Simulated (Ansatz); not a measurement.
Two isomers of CH9NOSi2: A = `N[SiH2][SiH2]CO`, B = `OC([SiH3])N[SiH3]`.

Gas-phase electronic energies from Ansatz, PBE0-D4/def2-TZVP geometries. CCSD(T)/CBS is the MP2 limit (def2-TZVPP, def2-QZVPP) plus CCSD(T) − MP2 in def2-TZVPP, frozen cores. Functionals use def2-TZVPP. B3LYP here is the variant with VWN-RPA as its local correlation; programs differ in this. One conformer a species, not always the lowest.

A:

```xyz
14

N    -2.0718    1.0002   -1.7938
Si   -0.5094    0.9569   -1.0540
Si   -0.1309   -0.8463    0.4081
C     1.6567   -0.8856    1.0554
O     1.9963    0.3048    1.7566
H    -2.3518    0.2435   -2.3980
H    -2.8552    1.3188   -1.2457
H    -0.3481    2.2337   -0.3083
H     0.5149    0.8861   -2.1341
H    -0.4474   -2.1425   -0.2660
H    -1.0336   -0.7384    1.5972
H     2.3484   -0.9502    0.2113
H     1.8337   -1.7798    1.6690
H     1.3983    0.3988    2.5023
```

B:

Z-matrix (Å, degrees):
```
C
Si 1 1.905
N 1 1.439 2 111.9
O 1 1.414 2 106.8 3 -123.2
H 1 1.102 2 108.8 3 117.8
H 2 1.488 1 107.7 3 52.8
H 2 1.487 1 108.0 3 -64.9
H 2 1.485 1 112.4 3 174.2
Si 3 1.723 1 124.3 2 112.7
H 3 1.010 1 114.1 2 -50.4
H 4 0.964 1 107.4 2 171.8
H 9 1.491 3 114.7 1 -71.9
H 9 1.485 3 107.4 1 167.8
H 9 1.487 3 108.1 1 47.7
```

Task: Which isomer does CCSD(T)/CBS put lower? Give the gap. (Best estimate.)

Result: Computed: A, by 36.7 kJ/mol.

Task: Give E(B) − E(A) in kJ/mol with B3LYP-D4, r2SCAN-D4, CCSD(T)/def2-TZVPP, PBE0-D4, PBE-D4, CCSD/def2-TZVPP, B2PLYP. (An estimate is asked.)

Result: Computed: B3LYP-D4 34.5, r2SCAN-D4 41.7, CCSD(T)/def2-TZVPP 33.2, PBE0-D4 44.6, PBE-D4 46.8, CCSD/def2-TZVPP 33.2, B2PLYP 34.4. None reverses the order clearly.

Largest T1 diagnostic: 0.012.

The D4 term adds −3.7 kJ/mol with B3LYP and −1.9 kJ/mol with PBE0; it sums over pairs of atoms, weighted by their polarisabilities, and B3LYP, whose exchange is more repulsive, gets the larger term. In def2-TZVPP, CCSD(T) changes the Hartree–Fock value by +6.6 kJ/mol (the triples alone add −0.0 kJ/mol) and MP2 by +3.1 kJ/mol.
